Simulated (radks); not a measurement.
Q: All-electron atom: Eu VI in [Kr] 4d10 4f7 5s2 5p3 (not the ground configuration). All-electron calculation, Dirac Kohn-Sham, LDA (Slater exchange, VWN5 correlation), spin-unpolarised, spherical densities, finite nucleus; open shells fill j = l - 1/2 first; Fermi nuclear charge, rms radius 5.1115 fm. Program: a radial shooting solver on a logarithmic mesh with Libxc functionals. Some entries of the table are withheld. Estimate them.

orbital  occ.  eigenvalue (hartree)  <1/r> (bohr^-1)  <r> (bohr)
1s1/2       2             -1775.944            70.16     0.02234
2s1/2       2             -293.3041            16.71     0.09465
2p1/2       2             -278.5132            16.70     0.07909
2p3/2       4             -254.7239            14.82     0.08582
3s1/2       2             -66.12862            6.080      0.2494
3p1/2       2             -59.71885            5.999      0.2390
3p3/2       4             -54.87061            5.524      0.2519
3d3/2       4             -43.72690            5.403      0.2236
3d5/2       6             -42.67045            5.285      0.2276
4s1/2       2             -14.77823            2.538      0.5668
4p1/2       2                   (1)            2.433      0.5797
4p3/2       4                   (2)            2.270      0.6095
4d3/2       4              -7.14479            2.050      0.6490
4d5/2       6              -6.95250            2.009      0.6596
5s1/2       2              -3.66495            1.005       1.328
5p1/2       2              -2.95038           0.9085       1.453
5p3/2       1              -2.78033           0.8584       1.523
4f5/2       6              -2.18159              (3)      0.8694
4f7/2       1              -2.15713              (4)      0.8787
5d3/2       0              -1.77179           0.6728       1.906
5d5/2       0              -1.74984           0.6637       1.930
6s1/2       0              -1.47900           0.4809       2.738

A: 
(1) 4p1/2 eigenvalue (hartree): -12.30276
(2) 4p3/2 eigenvalue (hartree): -11.22985
(3) 4f5/2 <1/r> (bohr^-1): 1.486
(4) 4f7/2 <1/r> (bohr^-1): 1.470
